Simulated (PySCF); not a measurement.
# Atomic charges against the basis set

C3H8AlN.
SMILES with atom numbers: `[CH3:1][CH2:2][C:3]#[N+:4][AlH3-:5]` (hydrogens: H6, H7, H8 on C1; H9, H10 on C2; H11, H12, H13 on Al5)

PBE0 throughout (PySCF), one geometry, spherical d and f functions. Geometry: PBE0-D3(BJ)/def2-SVP; no solvent, vibrations or thermal averaging. Atoms taken as equivalent share a column and are averaged. The first 7 of 8 kinds of atom are listed.

Mulliken charges (e):

```json
{"basis": "STO-3G", "functions": "37", "C1": "-0.226", "C2": "-0.153", "C3": "+0.165", "N4": "-0.212", "Al5": "+0.682", "H6/H7/H8": "+0.101", "H9/H10": "+0.132"}
{"basis": "6-31G", "functions": "65", "C1": "-0.495", "C2": "-0.387", "C3": "+0.259", "N4": "-0.339", "Al5": "+0.479", "H6/H7/H8": "+0.204", "H9/H10": "+0.250"}
{"basis": "6-31G*", "functions": "90", "C1": "-0.537", "C2": "-0.420", "C3": "+0.384", "N4": "-0.344", "Al5": "+0.211", "H6/H7/H8": "+0.214", "H9/H10": "+0.254"}
{"basis": "def2-SVP", "functions": "114", "C1": "-0.108", "C2": "-0.037", "C3": "-0.095", "N4": "-0.010", "Al5": "+0.434", "H6/H7/H8": "+0.082", "H9/H10": "+0.109"}
{"basis": "6-311+G(2d,p)", "functions": "191", "C1": "-0.481", "C2": "-0.393", "C3": "+0.305", "N4": "-0.208", "Al5": "+0.481", "H6/H7/H8": "+0.172", "H9/H10": "+0.191"}
{"basis": "def2-TZVP", "functions": "209", "C1": "-0.376", "C2": "-0.077", "C3": "-0.067", "N4": "+0.050", "Al5": "+0.143", "H6/H7/H8": "+0.151", "H9/H10": "+0.167"}
```

IAO charges (e):

| basis | functions | C1 | C2 | C3 | N4 | Al5 | H6/H7/H8 | H9/H10 |
| --- | --- | --- | --- | --- | --- | --- | --- | --- |
| STO-3G | 37 | -0.384 | -0.284 | +0.175 | -0.114 | +0.772 | +0.151 | +0.179 |
| 6-31G | 65 | -0.427 | -0.295 | +0.235 | -0.145 | +0.308 | +0.167 | +0.198 |
| 6-31G* | 90 | -0.408 | -0.288 | +0.246 | -0.159 | +0.383 | +0.161 | +0.192 |
| def2-SVP | 114 | -0.397 | -0.285 | +0.247 | -0.152 | +0.412 | +0.157 | +0.190 |
| 6-311+G(2d,p) | 191 | -0.419 | -0.294 | +0.247 | -0.161 | +0.419 | +0.164 | +0.196 |
| def2-TZVP | 209 | -0.420 | -0.293 | +0.247 | -0.162 | +0.425 | +0.164 | +0.195 |

Hirshfeld charges (e):

```json
{"basis": "STO-3G", "functions": "37", "C1": "-0.024", "C2": "+0.042", "C3": "+0.110", "N4": "-0.073", "Al5": "+0.414", "H6/H7/H8": "+0.029", "H9/H10": "+0.049"}
{"basis": "6-31G", "functions": "65", "C1": "-0.080", "C2": "-0.003", "C3": "+0.170", "N4": "-0.082", "Al5": "+0.245", "H6/H7/H8": "+0.053", "H9/H10": "+0.076"}
{"basis": "6-31G*", "functions": "90", "C1": "-0.079", "C2": "-0.005", "C3": "+0.174", "N4": "-0.079", "Al5": "+0.239", "H6/H7/H8": "+0.054", "H9/H10": "+0.077"}
{"basis": "def2-SVP", "functions": "114", "C1": "-0.092", "C2": "-0.019", "C3": "+0.184", "N4": "-0.067", "Al5": "+0.262", "H6/H7/H8": "+0.057", "H9/H10": "+0.080"}
{"basis": "6-311+G(2d,p)", "functions": "191", "C1": "-0.091", "C2": "-0.025", "C3": "+0.173", "N4": "-0.099", "Al5": "+0.292", "H6/H7/H8": "+0.060", "H9/H10": "+0.083"}
{"basis": "def2-TZVP", "functions": "209", "C1": "-0.095", "C2": "-0.026", "C3": "+0.177", "N4": "-0.089", "Al5": "+0.277", "H6/H7/H8": "+0.061", "H9/H10": "+0.083"}
```

Which scheme is steadiest as the basis changes?

Largest range over the bases for any column: Hirshfeld 0.18 e, IAO 0.46 e, Mulliken 0.54 e. Hirshfeld charges move least and Mulliken charges most, counted in e. Without the minimal STO-3G basis the ranges are Hirshfeld 0.05, IAO 0.12, Mulliken 0.48 e.

How much do the charges still move between the two largest bases, 6-311+G(2d,p) and def2-TZVP?

At most, over all atoms: Mulliken 0.373 e, IAO 0.006 e, Hirshfeld 0.015 e.

What do the same runs give for the total energy, the frontier levels and the dipole moment?

| basis | energy (Eh) | HOMO (eV) | LUMO (eV) | μ (D) |
| --- | --- | --- | --- | --- |
| STO-3G | -410.9118 | -4.24 | 2.16 | 7.19 |
| 6-31G | -415.8792 | -7.14 | -0.63 | 8.57 |
| 6-31G* | -415.9435 | -7.06 | -0.62 | 8.60 |
| def2-SVP | -415.7612 | -7.07 | -0.81 | 8.66 |
| 6-311+G(2d,p) | -416.0180 | -7.12 | -1.01 | 8.65 |
| def2-TZVP | -416.0343 | -7.11 | -0.89 | 8.66 |

The dipole is fixed by the density alone, so its range of 1.47 D shows that the density itself changes with the basis, not only its division among atoms.
